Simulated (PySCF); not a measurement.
Tetrahydropyran-4-one, C₅H₈O₂.
Z-matrix (Å and degrees, PBE0-D3(BJ)/def2-SVP geometry), rows numbered from 1:
```
O 
C   1  1.2065
C   2  1.5124  1  123.38
C   3  1.5312  2  110.39  1  -132.45
O   4  1.4001  3  111.57  2   -53.14
C   5  1.4002  4  112.28  3    62.41
C   2  1.5124  1  123.37  3  -178.63
H   3  1.1038  2  107.89  1   109.15
H   3  1.0991  2  109.31  1    -8.73
H   4  1.0994  3  110.74  2  -172.38
H   4  1.1096  3  109.44  2    69.24
H   6  1.1096  5  110.31  4    59.43
H   6  1.0994  5  107.14  4   176.19
H   7  1.0991  2  109.31  1     8.73
H   7  1.1038  2  107.88  1  -109.16
```

All values: CAM-B3LYP/def2-SVPD (PySCF, non-relativistic), on one gas-phase PBE0-D3(BJ)/def2-SVP geometry that isn't relaxed in the solvent. The solvent is an IEF-PCM continuum (van der Waals radii × 1.2), and excitations are vertical TDDFT with non-equilibrium linear response and a frozen core. Only the electrostatic response of the medium enters.

Gas-phase singlets (H = HOMO, L = LUMO):

```tsv
state	E (eV)	λ (nm)	f	leading configurations
S1	4.342	286	0.000	H→L 88%
S2	6.519	190	0.023	H-1→L 97%
S3	7.271	171	0.026	H→L+1 55%, H→L+2 27%
S4	7.819	159	0.000	H→L+2 64%, H→L+1 26%
S5	7.824	158	0.010	H-2→L 82%
```

Give the list for benzene (ε = 2.271), n² = 2.25.

| state | E (eV) | λ (nm) | f | leading configurations | change by rank (eV) |
| --- | --- | --- | --- | --- | --- |
| S1 | 4.406 | 281 | 0.000 | H→L 90% | +0.064 |
| S2 | 6.447 | 192 | 0.035 | H-1→L 98% | -0.072 |
| S3 | 7.333 | 169 | 0.038 | H→L+1 60%, H→L+2 24% | +0.062 |
| S4 | 7.751 | 160 | 0.010 | H-2→L 89% | -0.068 |
| S5 | 7.922 | 157 | 0.041 | H-1→L+1 67%, H-1→L+2 20% | +0.098 |

Give the list for chloroform (ε = 4.711), n² = 2.09.

```json
{"state": "S1", "E (eV)": "4.448", "λ (nm)": "279", "f": "0.000", "leading configurations": "H→L 90%", "change by rank (eV)": "+0.106"}
{"state": "S2", "E (eV)": "6.418", "λ (nm)": "193", "f": "0.036", "leading configurations": "H-1→L 98%", "change by rank (eV)": "-0.101"}
{"state": "S3", "E (eV)": "7.358", "λ (nm)": "169", "f": "0.039", "leading configurations": "H→L+1 64%, H→L+2 23%", "change by rank (eV)": "+0.087"}
{"state": "S4", "E (eV)": "7.717", "λ (nm)": "161", "f": "0.009", "leading configurations": "H-2→L 91%", "change by rank (eV)": "-0.102"}
{"state": "S5", "E (eV)": "7.920", "λ (nm)": "157", "f": "0.037", "leading configurations": "H-1→L+1 63%, H-1→L+2 24%", "change by rank (eV)": "+0.096"}
```

The ground-state energy changes by -0.239 eV from gas to chloroform. By how much does the total energy of gas-phase S1 change?

E(S1) = E(S0) + excitation energy, so it changes by -0.239 + 0.106 = -0.133 eV: it is lowered less than the ground state, which is what a blue shift means. This is the vertical state, with the slow part of the continuum still set for S0.

How do the frontier levels move from gas to chloroform?

```tsv
orbital	gas (eV)	solvent (eV)	change (eV)	Löwdin shares, gas	Löwdin shares, solvent
LUMO+2	1.77	1.96	+0.19	H15 13 %, H8 13 %, O5 12 %, O1 10 %	O1 16 %, O5 14 %, H15 9 %, H8 9 %
LUMO+1	1.48	1.64	+0.16	C2 12 %, C4 10 %, C6 10 %, O1 8 %	C2 14 %, O1 13 %, C4 8 %, C6 8 %
LUMO	0.36	0.43	+0.07	C2 29 %, O1 27 %, C3 7 %, C7 7 %	C2 32 %, O1 28 %, C3 7 %, C7 7 %
HOMO	-8.77	-8.82	-0.05	O1 57 %, C2 13 %, C7 10 %, C3 10 %	O1 55 %, C2 13 %, C7 10 %, C3 10 %
HOMO-1	-9.40	-9.26	+0.14	O5 56 %, C4 8 %, C6 8 %, C3 7 %	O5 55 %, C4 9 %, C6 9 %, C3 7 %
HOMO-2	-10.74	-10.58	+0.16	O5 44 %, C4 12 %, C6 12 %, C3 4 %	O5 42 %, C4 12 %, C6 12 %, C3 5 %
HOMO-3	-11.77	-11.69	+0.08	O1 45 %, C2 18 %, C3 8 %, C7 8 %	C4 16 %, C6 16 %, C3 13 %, C7 13 %
```

The HOMO–LUMO gap goes from 9.13 to 9.24 eV. Rows go by rank; for HOMO-3 the atom shares or the degeneracy differ between the runs, so the row needn't follow one orbital.

Rough CPU time on one thread of a shared machine: about 90 s. This is the whole response run at CAM-B3LYP/def2-SVPD in chloroform, SCF included.
